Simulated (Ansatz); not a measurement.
Reactions of F2GeH2Se, SMILES `[F][GeH]([F])[SeH]`.

Gas-phase electronic energies from Ansatz, PBE0-D4/def2-TZVP geometries. CBS: MP2 limit from def2 TZ/QZ plus the TZ coupled-cluster correction, frozen cores. This one scheme is used for every species. For Ge, Se outer-core shells are correlated without core-valence functions, which leaves a few kJ/mol of doubt a bond. Scalar relativity is left out up to krypton. One conformer a species, not always the lowest.

```json
{"reaction": "`[F][GeH]([F])[SeH]` + `CO[SiH2]F` → `CO[SiH](F)[SeH]` + `[F][GeH2][F]`", "CCSD/CBS(def2) (kJ/mol)": "-5", "MP2/CBS(def2) (kJ/mol)": "-7"}
{"reaction": "`[F][GeH]([F])[SeH]` + `C=COC` → `CO/C=C\\[SeH]` + `[F][GeH2][F]`", "CCSD/CBS(def2) (kJ/mol)": "111", "MP2/CBS(def2) (kJ/mol)": "109"}
{"reaction": "`[F][GeH]([F])[SeH]` + CH₄ → `[CH3][GeH]([F])[F]` + H₂Se", "CCSD/CBS(def2) (kJ/mol)": "55", "MP2/CBS(def2) (kJ/mol)": "60"}
{"reaction": "`[F][GeH]([F])[SeH]` + `[CH3][AlH][SiH3]` → `[CH3][AlH][SiH2][SeH]` + `[F][GeH2][F]`", "CCSD/CBS(def2) (kJ/mol)": "-5", "MP2/CBS(def2) (kJ/mol)": "-8"}
{"reaction": "`[F][GeH]([F])[SeH]` + CH₃OH → `C[O][GeH]([F])[SeH]` + H–F", "CCSD/CBS(def2) (kJ/mol)": "18", "MP2/CBS(def2) (kJ/mol)": "11"}
```

Give the CCSD(T)/CBS values in the same order. (An estimate is asked.)

Ansatz gave: -6, 110, 56, -5, 15 kJ/mol.

Largest T1 diagnostic: 0.012, for `C=COC`.
